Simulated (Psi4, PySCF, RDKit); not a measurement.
Torsional profile of SMILES O[SiH2][SiH2]F (H5FOSi2). Scanned: dihedral H5–O1–Si2–Si3; all other coordinates were relaxed at GFN2-xTB. Points at φ and −φ are mirror images. Heavy atoms are numbered in the order of the SMILES O[SiH2][SiH2]F, hydrogens after them in the order of the atoms that carry them; the mirror image has the same energies with the sign of each dihedral reversed.

Levels: RKS-B3LYP/3-21G = restricted B3LYP/3-21G // GFN2-xTB in PySCF 2.14.0; UFF // GFN2-xTB (RDKit); PBE-D3(BJ)/def2-TZVP // GFN2-xTB (Psi4); MP2/cc-pVTZ = DF-MP2 (frozen core)/cc-pVTZ // GFN2-xTB run with Psi4.

Energies relative to the lowest point of each profile, in kJ/mol:

```csv
φ / °,RKS-B3LYP/3-21G,UFF,PBE-D3(BJ)/def2-TZVP
-165,0.43,1.98,0.16
-150,1.50,1.00,0.54
-120,4.16,0.00,1.34
-75,4.03,2.04,0.73
-45,4.65,4.22,1.53
-15,6.55,6.00,3.55
45,4.65,4.22,1.53
90,4.44,1.07,0.97
120,4.16,0.00,1.34
135,2.89,0.49,1.05
150,1.50,1.00,0.54
165,0.43,1.98,0.16
```

Q: Estimate the MP2/cc-pVTZ values at these points.

A: -165: 0.27; -150: 0.95; -120: 2.54; -75: 2.41; -45: 3.42; -15: 5.53; 45: 3.42; 90: 2.55; 120: 2.54; 135: 1.87; 150: 0.95; 165: 0.27 (kJ/mol).
